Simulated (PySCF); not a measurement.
Cl₄Te, SMILES Cl[Te+](Cl)(Cl)Cl, charge +1, multiplicity 2.

Geometry optimised at B3LYP-D3(BJ)/def2-SVP. The def2 effective core potentials stand for the cores of Te; spin–orbit coupling is left out.

Calculation: TDA-PBE/def2-SVPD run with PySCF.

Vertical excitations. Gas-phase values at a fixed geometry.

**Question.** Give excitation energies, oscillator strengths and character. (Estimate from the structure and the level; the computed values follow.)

**Answer.** 
```tsv
state	energy (eV)	λ (nm)	f	main pairs
root 1	1.08	1153	0.000	β HOMO→LUMO 100 %
root 2	1.16	1071	0.002	β HOMO−1→LUMO 98 %
root 3	1.20	1035	0.001	β HOMO−2→LUMO 99 %
root 4	1.45	854	0.000	β HOMO−3→LUMO 100 %
root 5	1.57	787	0.001	β HOMO−4→LUMO 100 %
root 6	1.85	669	0.000	β HOMO−6→LUMO 100 %
root 7	1.99	623	0.021	β HOMO−5→LUMO 92 %
root 8	2.04	609	0.005	β HOMO−7→LUMO 96 %
root 9	3.31	375	0.009	α HOMO→LUMO 94 %
root 10	3.42	362	0.009	α HOMO→LUMO+1 94 %
```
Unrestricted roots are not spin-pure.
